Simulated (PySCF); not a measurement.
# Stretching SnC

Set-up: Sn def2-TZVPP with ECP28, C def2-TZVPP; scalar-relativistic core potentials (PySCF 2.14). Energies in eV from Sn + C in their ground configurations at the same level. State: ³Π (triplet), unpaired electrons σ ↑, π ↑.

All columns are PBE0. A positive dipole means Sn(−)C(+).

| R (Å) | E (eV) | μ (D) | Mulliken charge on Sn (basis-dependent) | HOMO (eV) | LUMO (eV) | Mayer bond order | ⟨S²⟩ |
| --- | --- | --- | --- | --- | --- | --- | --- |
| 1.730 | -2.103 | -2.05 | 0.33 | -6.29 | -3.97 | 2.27 | 2.03 |
| 1.810 | -2.719 | -2.24 | 0.36 | -6.06 | -3.84 | 2.19 | 2.05 |
| 1.890 | -3.046 | -2.41 | 0.37 | -5.85 | -3.73 | 2.10 | 2.09 |
| 1.951 | -3.155 | -2.50 | 0.38 | -5.71 | -3.67 | 2.02 | 2.13 |
| 2.011 | -3.181 | -2.57 | 0.37 | -5.59 | -3.61 | 1.91 | 2.20 |
| 2.071 | -3.148 | -2.62 | 0.36 | -5.49 | -3.57 | 1.80 | 2.28 |
| 2.152 | -3.041 | -2.70 | 0.35 | -5.40 | -3.53 | 1.64 | 2.40 |
| 2.252 | -2.846 | -2.84 | 0.34 | -5.35 | -3.49 | 1.47 | 2.53 |
| 2.373 | -2.566 | -3.06 | 0.33 | -5.34 | -3.47 | 1.31 | 2.65 |
| 2.534 | -2.166 | -3.44 | 0.33 | -5.38 | -3.47 | 1.17 | 2.76 |

A fit through these points gives, at Re = 2.004 Å, μ = -2.56 D and dμ/dR = -0.996 D/Å; the reduced mass is 10.91 u.

Question: How strong is the fundamental in the double-harmonic approximation, I = 42.26·(dμ/dR)²/μred km/mol?

Answer: I = 42.26·(-0.996)²/10.91 = 3.84 km/mol at PBE0.

⟨S²⟩ of the unrestricted solution departs from its pure value on part of the curve, where spin states mix. Spin–orbit coupling is left out, which matters for elements this heavy, above all for dissociation energies. The state was picked by a PBE0 search and need not be the measured ground state.
